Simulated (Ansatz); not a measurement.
`NBO[SiH2]Cl` and `O[SiH2]O[SiH2]Cl` differ in one atom or group.

Ansatz, PBE0-D4/def2-TZVP geometries, multiplicity 1. Each molecule was computed in one conformer, which needn't be the lowest.

```tsv
property	`NBO[SiH2]Cl`
HOMO energy (PBE0/def2-TZVPP) / eV	-8.26
HOMO–LUMO gap (PBE0/def2-TZVPP) / eV	8.90
size of the dipole moment (PBE/def2-TZVPP) / D	2.31
LUMO energy (B3LYP/def2-TZVPP) / eV	0.42
HOMO energy (ωB97M-V/def2-TZVPP) / eV	-10.64
HOMO energy (B3LYP/def2-TZVPP) / eV	-8.00
```

Q: Give the same properties after the change, and the shifts. (Best estimate.)

A: The calculation gave: 
```
                                      property  `O[SiH2]O[SiH2]Cl`  shift
            HOMO energy (PBE0/def2-TZVPP) / eV               -8.79  -0.53
          HOMO–LUMO gap (PBE0/def2-TZVPP) / eV                9.03   0.13
size of the dipole moment (PBE/def2-TZVPP) / D                0.58  -1.73
           LUMO energy (B3LYP/def2-TZVPP) / eV                0.03  -0.39
         HOMO energy (ωB97M-V/def2-TZVPP) / eV              -11.05  -0.41
           HOMO energy (B3LYP/def2-TZVPP) / eV               -8.59  -0.59
```

With PBE0 the HOMO falls by 0.53 eV and the LUMO falls by 0.41 eV, so the gap widens by about 0.12 eV. PBE moves the HOMO by -0.52 eV and ωB97M-V by -0.41 eV. Dipoles are sizes alone; their direction can turn.

B3LYP here is the variant with VWN-RPA as its local correlation; programs differ in this.
